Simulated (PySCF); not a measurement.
Compound: CF2Cl-CCl3, C2Cl4F2.
Numbering: `[F:1][C:2]([F:3])([Cl:4])[C:5]([Cl:6])([Cl:7])[Cl:8]`

Structure optimised with GFN2-xTB, isolated species.

(1) What internal coordinates does the optimisation give?

Answers

(1) 
| bond | length (pm) |
| --- | --- |
| F1–C2, C2–F3 | 133.8 |
| C2–Cl4 | 177.5 |
| C2–C5 | 153.9 |
| C5–Cl6, C5–Cl7, C5–Cl8 | 176.9 |

Bonds in one row agree within 1 pm and their mean is given. A selection of angles:
| angle | degrees |
| --- | --- |
| F1–C2–F3 | 106.4 |
| F1–C2–Cl4 | 109.1 |
| F1–C2–C5 | 110.6 |
| Cl4–C2–C5 | 110.8 |
| C2–C5–Cl6 | 108.7 |
| Cl6–C5–Cl7 | 110.0 |

Torsions: F1–C2–C5–Cl6 -59° (synclinal).

Point group: Cs (tolerance 0.08 Å). Not checked by GFN2-xTB frequencies.

All values are computed, not measured.
